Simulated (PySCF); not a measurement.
C₃H₈OSi, SMILES O[C@H]1C[C@H]1[SiH3].

Geometry: PBE-D3(BJ)/def2-SVP. The structure was generated by enumeration; whether it is a known compound was not checked. Other conformers were not sampled.

Calculation: PySCF with PBE-D3(BJ)/def2-SVP.

Frequencies are harmonic and unscaled.

```
mode  ν (cm⁻¹)  IR (km/mol)  moving atoms (share of kinetic energy)
----  --------  -----------  --------------------------------------
1          116          1.1                 H 57 %, O 23 %, Si 12 %
2          161          0.9                 H 55 %, O 24 %, Si 15 %
3          220          4.8                 C 44 %, H 36 %, Si 13 %
4          295         98.5                                  H 87 %
5          415         14.3                  H 36 %, C 35 %, O 28 %
6          456         11.0          C 37 %, H 36 %, O 17 %, Si 9 %
7          561         10.7                 H 54 %, Si 24 %, C 22 %
8          646         23.7                 H 74 %, Si 13 %, C 13 %
9          702         15.8                  H 55 %, C 34 %, Si 9 %
10         798          1.8                  C 47 %, H 38 %, O 15 %
11         816         12.5                          H 77 %, C 20 %
12         892        217.5                          H 90 %, Si 9 %
13         907         68.9                          H 79 %, C 18 %
14         920         46.5                                  H 95 %
15         923          1.5                          H 55 %, C 43 %
16         982         12.9                          H 58 %, C 38 %
17         994         24.3                          H 69 %, C 24 %
18        1010         17.8                          H 54 %, C 42 %
19        1068          1.5                          H 84 %, C 15 %
20        1129          7.2                          H 54 %, C 40 %
21        1192         43.5                  H 53 %, C 31 %, O 17 %
22        1236         69.7                          H 70 %, C 24 %
23        1261         13.3                          H 62 %, C 37 %
24        1356         10.4                          H 76 %, C 23 %
25        1422         21.5                          H 50 %, C 49 %
26        2152        119.1                                  H 97 %
27        2168         79.2                                  H 97 %
28        2175        106.4                                  H 96 %
29        3014         38.0                           H 92 %, C 8 %
30        3052         10.5                                  H 95 %
31        3082          2.4                           H 92 %, C 8 %
32        3148          4.8                          H 89 %, C 11 %
33        3696         29.2                                  H 94 %
```
